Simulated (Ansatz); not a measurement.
H$_{3}$NO$_{2}$SW, SMILES `[NH2][W](=[O])([OH])=[S]`, relaxed with RKS PBE0-D4/def2-TZVP in the Gaussian-basis code of Ansatz from a GFN2-xTB geometry. The force threshold is 0.005 eV/Å; the program also tests the step.

Charge 0, multiplicity 1. W: def2 effective core potential.

Start:

```xyz
8

N     1.453    0.056   -0.270
W    -0.419    0.192    0.373
O    -0.661    1.804    0.793
O    -1.633   -0.463   -0.857
S    -0.475   -1.070    2.163
H     2.109   -0.716   -0.093
H     2.005    0.829   -0.661
H    -2.379   -0.633   -1.447
```

**Question.** How much energy does the relaxation release, and in how many steps? (Estimate.)

**Answer.** Ansatz gave: 6.20 kcal/mol, in 30 steps, 6 of them rejected.

**Question.** Which bonds change most? (Estimate.)

**Answer.** Computed: N1–W2 from 1.985 to 1.929 Å; W2–S5 from 2.191 to 2.141 Å; W2–O4 from 1.848 to 1.885 Å; N1–H6 from 1.028 to 1.009 Å.

**Question.** Give the relaxed structure. (Best estimate.)

**Answer.** Computed: 
```xyz
8

N     1.421    0.046   -0.275
W    -0.385    0.063    0.403
O    -0.800    1.690    0.663
O    -1.570   -0.706   -0.845
S    -0.435   -1.070    2.219
H     2.089   -0.687   -0.090
H     1.857    0.855   -0.691
H    -2.177   -0.192   -1.383
```
